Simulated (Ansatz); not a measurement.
The cluster Al₅F₃⁺. Total charge 1; doublet. Geometry PBE-D4/def2-SVP.

Cartesian coordinates in Å:
```
Al -1.7096 1.0534 -0.0546
Al -0.1335 -0.5083 -1.8200
Al -1.4559 -1.8439 -0.0272
Al 0.7126 -0.2241 0.6703
Al 2.9793 0.4265 -1.4072
F -2.4746 -0.4719 0.7750
F 2.3774 0.4485 0.5149
F -0.2956 1.1198 1.3488
```

B3LYP takes the VWN-RPA correlation. At HF/6-31G the charge 1 doublet is spin-contaminated (final ⟨S²⟩ up to 1.24, 0.75 for a pure state). The structure comes from a short search, and lower isomers may exist.

**Question.** Estimate the α-spin orbital energies around the gap (eV) in Ansatz with HF/6-31G, PBE-D4/def2-SVP, B3LYP-D4/6-31G, PBE0-D4/def2-SVP, PBE0-D4/def2-TZVP.

**Answer.** 
```json
{"orbital": "HOMO−13", "HF/6-31G": "-24.10", "PBE-D4/def2-SVP": "-16.78", "B3LYP-D4/6-31G": "-18.35", "PBE0-D4/def2-SVP": "-18.85", "PBE0-D4/def2-TZVP": "-18.79"}
{"orbital": "HOMO−12", "HF/6-31G": "-23.65", "PBE-D4/def2-SVP": "-16.51", "B3LYP-D4/6-31G": "-17.97", "PBE0-D4/def2-SVP": "-18.56", "PBE0-D4/def2-TZVP": "-18.51"}
{"orbital": "HOMO−11", "HF/6-31G": "-23.21", "PBE-D4/def2-SVP": "-16.03", "B3LYP-D4/6-31G": "-17.42", "PBE0-D4/def2-SVP": "-18.10", "PBE0-D4/def2-TZVP": "-18.07"}
{"orbital": "HOMO−10", "HF/6-31G": "-23.11", "PBE-D4/def2-SVP": "-15.80", "B3LYP-D4/6-31G": "-17.18", "PBE0-D4/def2-SVP": "-17.94", "PBE0-D4/def2-TZVP": "-17.92"}
{"orbital": "HOMO−9", "HF/6-31G": "-22.72", "PBE-D4/def2-SVP": "-15.25", "B3LYP-D4/6-31G": "-16.61", "PBE0-D4/def2-SVP": "-17.38", "PBE0-D4/def2-TZVP": "-17.37"}
{"orbital": "HOMO−8", "HF/6-31G": "-22.59", "PBE-D4/def2-SVP": "-15.18", "B3LYP-D4/6-31G": "-16.52", "PBE0-D4/def2-SVP": "-17.33", "PBE0-D4/def2-TZVP": "-17.34"}
{"orbital": "HOMO−7", "HF/6-31G": "-22.31", "PBE-D4/def2-SVP": "-14.83", "B3LYP-D4/6-31G": "-16.19", "PBE0-D4/def2-SVP": "-16.98", "PBE0-D4/def2-TZVP": "-16.99"}
{"orbital": "HOMO−6", "HF/6-31G": "-21.83", "PBE-D4/def2-SVP": "-14.21", "B3LYP-D4/6-31G": "-15.61", "PBE0-D4/def2-SVP": "-16.35", "PBE0-D4/def2-TZVP": "-16.34"}
{"orbital": "HOMO−5", "HF/6-31G": "-19.33", "PBE-D4/def2-SVP": "-13.91", "B3LYP-D4/6-31G": "-15.29", "PBE0-D4/def2-SVP": "-15.52", "PBE0-D4/def2-TZVP": "-15.42"}
{"orbital": "HOMO−4", "HF/6-31G": "-14.95", "PBE-D4/def2-SVP": "-11.49", "B3LYP-D4/6-31G": "-12.48", "PBE0-D4/def2-SVP": "-12.56", "PBE0-D4/def2-TZVP": "-12.53"}
{"orbital": "HOMO−3", "HF/6-31G": "-14.28", "PBE-D4/def2-SVP": "-10.77", "B3LYP-D4/6-31G": "-11.66", "PBE0-D4/def2-SVP": "-11.72", "PBE0-D4/def2-TZVP": "-11.66"}
{"orbital": "HOMO−2", "HF/6-31G": "-13.08", "PBE-D4/def2-SVP": "-9.99", "B3LYP-D4/6-31G": "-10.81", "PBE0-D4/def2-SVP": "-10.81", "PBE0-D4/def2-TZVP": "-10.77"}
{"orbital": "HOMO−1", "HF/6-31G": "-12.71", "PBE-D4/def2-SVP": "-9.88", "B3LYP-D4/6-31G": "-10.71", "PBE0-D4/def2-SVP": "-10.72", "PBE0-D4/def2-TZVP": "-10.67"}
{"orbital": "HOMO", "HF/6-31G": "-10.58", "PBE-D4/def2-SVP": "-8.45", "B3LYP-D4/6-31G": "-8.97", "PBE0-D4/def2-SVP": "-9.12", "PBE0-D4/def2-TZVP": "-9.09"}
{"orbital": "LUMO", "HF/6-31G": "-4.59", "PBE-D4/def2-SVP": "-7.67", "B3LYP-D4/6-31G": "-7.30", "PBE0-D4/def2-SVP": "-7.14", "PBE0-D4/def2-TZVP": "-7.08"}
{"orbital": "LUMO+1", "HF/6-31G": "-4.10", "PBE-D4/def2-SVP": "-7.35", "B3LYP-D4/6-31G": "-6.86", "PBE0-D4/def2-SVP": "-6.75", "PBE0-D4/def2-TZVP": "-6.71"}
{"orbital": "LUMO+2", "HF/6-31G": "-2.95", "PBE-D4/def2-SVP": "-6.45", "B3LYP-D4/6-31G": "-5.94", "PBE0-D4/def2-SVP": "-5.70", "PBE0-D4/def2-TZVP": "-5.67"}
{"orbital": "LUMO+3", "HF/6-31G": "-2.79", "PBE-D4/def2-SVP": "-6.27", "B3LYP-D4/6-31G": "-5.70", "PBE0-D4/def2-SVP": "-5.56", "PBE0-D4/def2-TZVP": "-5.57"}
{"orbital": "LUMO+4", "HF/6-31G": "-2.35", "PBE-D4/def2-SVP": "-5.87", "B3LYP-D4/6-31G": "-5.30", "PBE0-D4/def2-SVP": "-5.17", "PBE0-D4/def2-TZVP": "-5.18"}
{"orbital": "LUMO+5", "HF/6-31G": "-1.60", "PBE-D4/def2-SVP": "-5.17", "B3LYP-D4/6-31G": "-4.48", "PBE0-D4/def2-SVP": "-4.41", "PBE0-D4/def2-TZVP": "-4.53"}
{"orbital": "β HOMO", "HF/6-31G": "-11.58", "PBE-D4/def2-SVP": "-9.56", "B3LYP-D4/6-31G": "-10.26", "PBE0-D4/def2-SVP": "-10.18", "PBE0-D4/def2-TZVP": "-10.16"}
{"orbital": "β LUMO", "HF/6-31G": "-4.50", "PBE-D4/def2-SVP": "-7.88", "B3LYP-D4/6-31G": "-7.48", "PBE0-D4/def2-SVP": "-7.25", "PBE0-D4/def2-TZVP": "-7.15"}
```
